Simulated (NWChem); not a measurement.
BeNH$_{3}$; SMILES [BeH][NH2]

```xyz
5

Be    -0.0010    -0.9433     0.0000
H     -0.0037    -2.2789     0.0000
N     -0.0002     0.5607     0.0000
H     -0.0002     1.1528    -0.8246
H     -0.0002     1.1528     0.8246
```
Atoms are numbered in this order, from 1.

Level: PBE0/def2-SVP (NWChem), optimised geometry, unscaled harmonic frequencies. 

```tsv
frequency (cm⁻¹)	IR intensity (km/mol)
448	20.9
461	156.4
573	139.7
719	220.9
1101	46.5
1534	71.2
2190	156.7
3617	50.4
3696	39.6
```

The zero-point energy is 20.5 kcal/mol and the thermal correction to the enthalpy at 298.15 K (with zero-point energy) is 23.4 kcal/mol. The heat capacity Cv is 10.9 cal/(mol K), the entropy at 298.15 K and 1 atm (symmetry number 2) comes out as 54.7 cal/(mol K) and the dipole moment comes out as 1.85 D.

Rigid rotor and harmonic oscillator.
